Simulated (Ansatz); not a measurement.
Geometry optimisation, Ansatz, RKS PBE-D4/def2-SVP.

Input file:

```yaml
crystal:
  periodic: [false, false, false]
  atoms:
    - { symbol: "N", position_ang: [-1.5834, 1.1956, -0.4262] }
    - { symbol: Ge, position_ang: [-1.1755, -0.5399, -0.1152] }
    - { symbol: C, position_ang: [0.703, -0.779, -0.419] }
    - { symbol: Si, position_ang: [1.7673, 0.2912, 0.7925] }
    - { symbol: H, position_ang: [-1.3953, 1.4266, -1.4548] }
    - { symbol: H, position_ang: [-2.6712, 1.317, -0.3561] }
    - { symbol: H, position_ang: [-1.4965, -0.9026, 1.3537] }
    - { symbol: H, position_ang: [-1.9197, -1.4394, -1.0894] }
    - { symbol: H, position_ang: [0.9955, -0.4696, -1.4015] }
    - { symbol: H, position_ang: [1.0018, -1.8449, -0.223] }
    - { symbol: H, position_ang: [1.3395, -0.1055, 2.1937] }
    - { symbol: H, position_ang: [3.1533, 0.0947, 0.5936] }
    - { symbol: H, position_ang: [1.3016, 1.721, 0.5665] }
basis:
  gaussian: { orbitals: def2-SVP }
hamiltonian:
  xc: pbe
  dispersion: d4
relax:
  f_tol: 0.02
  max_steps: 50
```

Run as:

```bash
$ ansatz run input.yaml --threads 2 --pin off --max-ram 3072MiB --backend cpu --events-out ev --progress --plain --runs-dir out
```

Task: Where does it end, and by what steps?

Result: The forces met the threshold. The force dipped under the threshold on the way, but the program's further checks kept it going. After 17 steps the energy has fallen by 0.454 eV; H11 moved furthest, 0.75 Å.

| step | energy less start (eV) | largest force component (eV/Å) | accepted |
| --- | --- | --- | --- |
| 0 | 0.0000 | 2.832 | yes |
| 1 | -0.3708 | 0.923 | yes |
| 2 | -0.4232 | 0.132 | yes |
| 3 | -0.4276 | 0.072 | yes |
| 4 | -0.4304 | 0.077 | yes |
| 5 | -0.4158 | 0.330 | no |
| 6 | -0.4325 | 0.015 | yes |
| 7 | -0.4338 | 0.115 | yes |
| 8 | -0.4358 | 0.111 | yes |
| 9 | -0.4388 | 0.208 | yes |
| 10 | -0.4424 | 0.152 | yes |
| 11 | -0.4489 | 0.132 | yes |
| 12 | -0.4513 | 0.089 | yes |
| 13 | -0.4523 | 0.060 | yes |
| 14 | -0.4533 | 0.048 | yes |
| 15 | -0.4538 | 0.039 | yes |
| 16 | -0.4539 | 0.020 | yes |
| 17 | -0.4540 | 0.008 | yes |

```xyz
13
Properties=species:S:1:pos:R:3
N -1.513 1.130 -0.088
Ge -1.215 -0.697 -0.303
C 0.743 -0.911 -0.327
Si 1.641 0.452 0.641
H -1.323 1.680 -0.935
H -2.470 1.352 0.209
H -1.833 -1.361 0.957
H -1.853 -1.325 -1.586
H 1.105 -0.915 -1.377
H 0.997 -1.902 0.104
H 1.090 0.587 2.033
H 3.104 0.100 0.755
H 1.548 1.774 -0.068
```

Whether the end is a true minimum wasn't checked by a vibrational analysis.

Time of the run: 41 s on 2 threads of Arm Neoverse V2, on a shared host, peak memory 0.17 GiB.
